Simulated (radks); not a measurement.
Task: The arsenic ion As+, 32 electrons, occupied as [Ar] 3d9 4s2 4p3 (not the ground configuration). Calculated with a radial shooting solver on a logarithmic mesh with Libxc functionals: scalar-relativistic Kohn-Sham, exchange-only PBE, spin-unpolarised, spherical densities, finite nucleus; Fermi nuclear charge, rms radius 4.0968 fm. Some entries of the table are withheld. Estimate them.

orbital,occ.,eigenvalue (hartree),<1/r> (bohr^-1),<r^2> (bohr^2)
1s,2,-431.5350,33.47,0.002787
2s,2,(1),7.368,0.04848
2p,6,-48.77277,7.220,0.03846
3s,2,-7.74034,(2),0.4059
3p,6,-5.65292,2.256,0.4366
3d,9,(3),1.961,0.5300
4s,2,-0.92426,0.7402,3.662
4p,3,-0.52436,0.6004,5.556
5s,0,-0.18836,(4),28.77

Result: 
(1) 2s eigenvalue (hartree): -55.50051
(2) 3s <1/r> (bohr^-1): 2.404
(3) 3d eigenvalue (hartree): -2.21944
(4) 5s <1/r> (bohr^-1): 0.2528
